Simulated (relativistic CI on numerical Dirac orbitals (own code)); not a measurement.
## Spin-allowed bands of a d7 ion in a tetrahedral site, by hand

Problem. A d7 ion in a tetrahedral site has a 4A2 ground term and spin-allowed bands at ν1 = 8650 and ν2 = 14143 cm⁻¹ (from a computed ligand-field model). Find Δ and the Racah parameter B, and predict the third band.

Working.
1. The F term splits into A2 (−1.2Δ), T2 (−0.2Δ) and T1 (+0.6Δ), so ν1 = E(T2) − E(A2) = Δ = 8650 cm⁻¹.
2. T1(F) mixes with T1(P), which lies at 15B, through an element 0.4Δ. The two roots, counted from A2, are ν2,3 = ½(15B + 3Δ) ∓ ½√[(15B − Δ)² + 12BΔ].
3. Solving the lower root for B gives B = (2ν1² + ν2² − 3ν1ν2)/(15ν2 − 27ν1) = -17341401/-21405 = 810 cm⁻¹.
4. The sum of the roots is 15B + 3Δ, so ν3 = 15B + 3ν1 − ν2 = 23959 cm⁻¹ (417 nm).

Check. The bands were computed by exact diagonalisation of the d7 shell with B = 810 and Δ = 8650 cm⁻¹, which gives ν3 = 23957 cm⁻¹. C does not enter the terms of highest spin.
